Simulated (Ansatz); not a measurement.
A structure relaxed at PBE-D4/def2-TZVP in Ansatz, charge 0, doublet:

```csv
atom,x (Å),y (Å),z (Å)
Al1,-0.010,0.033,-0.023
Al2,0.521,-2.117,1.249
Sb3,-0.512,2.084,-1.226
```

(1) Give its formula and point group.

(2) Summarise the bond lengths by kind (pairs closer than 1.2 times the sum of covalent radii, bridged metal pairs left out).

## Answers

(1) Al₂Sb. Point group C∞v (tolerance 0.1 Å).

(2) 1 × Al–Al 2.55 Å; 1 × Al–Sb 2.43 Å.

In the def2 sets Sb takes a core potential; there is no spin–orbit coupling. The charge 0 doublet is spin-contaminated (final ⟨S²⟩ up to 1.14, 0.75 for a pure state). Another isomer (doublet) lies 1.37 eV lower at PBE0-D4/def2-TZVP; other spin states weren't run for this one.
